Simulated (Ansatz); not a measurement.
One geometry of (BeSe)4 cube (Be4Se4), several levels of theory.

```yaml
crystal:
  periodic: [false, false, false]
  atoms:
    - {symbol: Be, position_ang: [1.298836, 0.342277, 0.576082]}
    - {symbol: Be, position_ang: [-0.956837, 1.066689, 0.287599]}
    - {symbol: Be, position_ang: [-0.476776, -1.252457, 0.583168]}
    - {symbol: Be, position_ang: [0.134768, -0.156501, -1.446838]}
    - {symbol: Se, position_ang: [0.714426, 1.876702, -0.873831]}
    - {symbol: Se, position_ang: [-0.201972, 0.234495, 2.167985]}
    - {symbol: Se, position_ang: [1.433771, -1.598316, -0.430954]}
    - {symbol: Se, position_ang: [-1.946216, -0.512890, -0.863200]}
basis:
  gaussian: {orbitals: def2-TZVP, initial_orbitals: start.molden}
hamiltonian: {xc: pbe, dispersion: d4}
scf: {omitted_lower_state_checks: [starts]}
output: {forces: true, orbitals: {seedname: orbitals}}
```

The file start.molden holds the orbitals of an earlier run on this structure, at another level or in another basis.

```sh
$ ansatz run in.yaml --threads 4 --pin off --events-out ev --progress --plain --max-ram 4787MiB
```

It prints (some lines left out):

```
Functional definition: PBE
  name "PBE"
  cite "Perdew, Burke & Ernzerhof, Phys. Rev. Lett. 77, 3865 (1996) doi:10.1103/PhysRevLett.77.3865"
  parent pbe
  parameter kappa = 0.804
  parameter beta = 0.06672455060314922
  exchange = pbe_x(kappa = kappa, mu = beta*pi^2/3)
  correlation = pbe_c(beta = beta)
these checks for a lower state are left out or cut short: starts
2112 factors; their error is unknown
mean field evaluation 1: about -262971.6751 eV, gradient 1.6e1 eV
mean field evaluation 2: about -262971.8523 eV, gradient 2.4e-1 eV
mean field evaluation 4: about -262971.6985 eV, gradient 5.1e-4 eV
mean field -262971.69852033 eV, -9664.0316720028 hartree, gradient 1.1e-5 eV, S^2 0.000000; 0 other end points of the search recorded, 0 dependent functions left out
the calculation of the forces begins
reference -262971.69857159 eV, -9664.0316738865 hartree; 76, 76 occupied and 192, 192 virtual orbitals, 2112 factors
Total energy: -262972.26637405 eV, -9664.0525402420 hartree
Atom 0 at     1.298836     0.342277     0.576082 Å, force    -0.294587    -0.077634    -0.130705 eV/Å
Atom 1 at    -0.956837     1.066689     0.287599 Å, force     0.217012    -0.242146    -0.065241 eV/Å
Atom 2 at    -0.476776    -1.252457     0.583168 Å, force     0.108181     0.284135    -0.132324 eV/Å
Atom 3 at     0.134768    -0.156501    -1.446838 Å, force    -0.030458     0.035507     0.328181 eV/Å
Atom 4 at     0.714426     1.876702    -0.873831 Å, force     0.031269     0.082065    -0.038234 eV/Å
Atom 5 at    -0.201972     0.234495     2.167985 Å, force    -0.008790     0.010301     0.094939 eV/Å
Atom 6 at     1.433771    -1.598316    -0.430954 Å, force     0.062609    -0.069830    -0.018817 eV/Å
Atom 7 at    -1.946216    -0.512890    -0.863200 Å, force    -0.085236    -0.022398    -0.037800 eV/Å
Dipole moment:    -0.000010     0.000009     0.000006 e Å
Checks for a lower state left out: starts
```

It took 6 s on 4 threads of Arm Neoverse V2 on a shared host, peak host memory 0.56 GiB.

The first input with `hamiltonian: {xc: {name: r2SCANh}, dispersion: d4}`, `output: {orbitals: {seedname: orbitals}}` (abridged; 17 s):

```
Functional definition: r2SCANh
mean field -263012.01456678 eV, -9665.5132593826 hartree, gradient 2.8e-5 eV, S^2 0.000000
Total energy: -263012.14605935 eV, -9665.5180916455 hartree
Checks for a lower state left out: starts
```

The first input with `gaussian: {orbitals: def2-SVP, initial_orbitals: start.molden}`, `output: {orbitals: {seedname: orbitals}}` (abridged; 2.8 s):

```
Functional definition: PBE
mean field -262937.95262932 eV, -9662.7915333818 hartree, gradient 1.7e-5 eV, S^2 0.000000
Total energy: -262938.52048079 eV, -9662.8124015386 hartree
Checks for a lower state left out: starts
```

First input, but with `hamiltonian: {xc: {name: B2PLYP}}` and without the key `output` (abridged; 16 s):

```
Functional definition: B2PLYP
mean field -262959.63995103 eV, -9663.5885277547 hartree, gradient 7.3e-6 eV, S^2 0.000000
36 core orbitals not correlated: weight in the atoms' cores, before any rotation towards them, 1.000 or more for the frozen orbitals, at most 0.000 for the correlated occupied ones
second order -44.39602527 eV of doubles, -0.00000000 eV of singles
Total energy: -262971.62704684 eV, -9664.0290454006 hartree
Checks for a lower state left out: starts
```

As the first input, with `correlation: {method: mp2}`, `output: {orbitals: {seedname: orbitals}}` and without the key `hamiltonian` (abridged; 10 s):

```
Functional definition: HF
mean field -262815.74966526 eV, -9658.3006572848 hartree, gradient 2.5e-6 eV, S^2 0.000000
36 core orbitals not correlated: weight in the atoms' cores, before any rotation towards them, 1.000 or more for the frozen orbitals, at most 0.000 for the correlated occupied ones
second order -36.99817480 eV of doubles, -0.00000000 eV of singles
Total energy: -262852.74784006 eV, -9659.6603151305 hartree
Checks for a lower state left out: starts
```

First input, but with `hamiltonian: {xc: hf}`, `output: {orbitals: {seedname: orbitals}}` (abridged; 11 s):

```
Functional definition: HF
mean field -262815.74770248 eV, -9658.3005851542 hartree, gradient 1.2e-5 eV, S^2 0.000000
Total energy: -262815.74770248 eV, -9658.3005851542 hartree
Checks for a lower state left out: starts
```

As the first input, with `hamiltonian: {xc: pbe}`, `correlation: {method: rpa}` and without the key `output` (abridged; 11 s):

```
Functional definition: PBE
mean field -262971.69848566 eV, -9664.0316707289 hartree, gradient 7.0e-6 eV, S^2 0.000000
36 core orbitals not correlated: weight in the atoms' cores, before any rotation towards them, 1.000 or more for the frozen orbitals, at most 0.000 for the correlated occupied ones
Total energy: -262869.56621005 eV, -9660.2783788277 hartree
Checks for a lower state left out: starts
```

Geometry: PBE0-D4/def2-SVP.

Correlated methods freeze 36 core orbitals; core or outer-core shells of Se are correlated, in sets that lack core-valence functions.
